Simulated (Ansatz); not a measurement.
`[Cl][Zr]12345678([Cl])([C@H]9[C@@H]1[C@@H]2[C@@H]3[C@H]94)[C@H]1[C@@H]5[C@@H]6[C@@H]7[C@H]18` and `[CH3][Zr]12345678([Cl])([C@H]9[C@@H]1[C@@H]2[C@@H]3[C@H]94)[C@H]1[C@@H]5[C@@H]6[C@@H]7[C@H]18` differ in one atom or group.

Ansatz, PBE0-D4/def2-TZVP geometries, multiplicity 1. 

Elements past krypton have def2 core potentials.

```tsv
property	`[Cl][Zr]12345678([Cl])([C@H]9[C@@H]1[C@@H]2[C@@H]3[C@H]94)[C@H]1[C@@H]5[C@@H]6[C@@H]7[C@H]18`
HOMO energy (PBE0/def2-TZVPP) / eV	-6.98
HOMO energy (B3LYP/def2-TZVPP) / eV	-6.76
HOMO energy (ωB97M-V/def2-TZVPP) / eV	-9.00
LUMO energy (PBE/def2-TZVPP) / eV	-2.61
LUMO energy (B3LYP/def2-TZVPP) / eV	-1.96
HOMO–LUMO gap (PBE0/def2-TZVPP) / eV	5.21
```

**Question.** Give the same properties after the change, and the shifts. (Estimate.)

**Answer.** The calculation gave: 
```json
{"property": "HOMO energy (PBE0/def2-TZVPP) / eV", "`[CH3][Zr]12345678([Cl])([C@H]9[C@@H]1[C@@H]2[C@@H]3[C@H]94)[C@H]1[C@@H]5[C@@H]6[C@@H]7[C@H]18`": "-6.87", "shift": "0.11"}
{"property": "HOMO energy (B3LYP/def2-TZVPP) / eV", "`[CH3][Zr]12345678([Cl])([C@H]9[C@@H]1[C@@H]2[C@@H]3[C@H]94)[C@H]1[C@@H]5[C@@H]6[C@@H]7[C@H]18`": "-6.65", "shift": "0.11"}
{"property": "HOMO energy (ωB97M-V/def2-TZVPP) / eV", "`[CH3][Zr]12345678([Cl])([C@H]9[C@@H]1[C@@H]2[C@@H]3[C@H]94)[C@H]1[C@@H]5[C@@H]6[C@@H]7[C@H]18`": "-8.91", "shift": "0.09"}
{"property": "LUMO energy (PBE/def2-TZVPP) / eV", "`[CH3][Zr]12345678([Cl])([C@H]9[C@@H]1[C@@H]2[C@@H]3[C@H]94)[C@H]1[C@@H]5[C@@H]6[C@@H]7[C@H]18`": "-2.27", "shift": "0.34"}
{"property": "LUMO energy (B3LYP/def2-TZVPP) / eV", "`[CH3][Zr]12345678([Cl])([C@H]9[C@@H]1[C@@H]2[C@@H]3[C@H]94)[C@H]1[C@@H]5[C@@H]6[C@@H]7[C@H]18`": "-1.58", "shift": "0.38"}
{"property": "HOMO–LUMO gap (PBE0/def2-TZVPP) / eV", "`[CH3][Zr]12345678([Cl])([C@H]9[C@@H]1[C@@H]2[C@@H]3[C@H]94)[C@H]1[C@@H]5[C@@H]6[C@@H]7[C@H]18`": "5.49", "shift": "0.28"}
```

With PBE0 the HOMO rises by 0.11 eV and the LUMO rises by 0.39 eV, so the gap widens by about 0.28 eV. PBE moves the HOMO by 0.11 eV and ωB97M-V by 0.09 eV.

B3LYP here is the variant with VWN-RPA as its local correlation; programs differ in this.

Positive LUMOs are unbound, so they and the gaps depend on the basis.
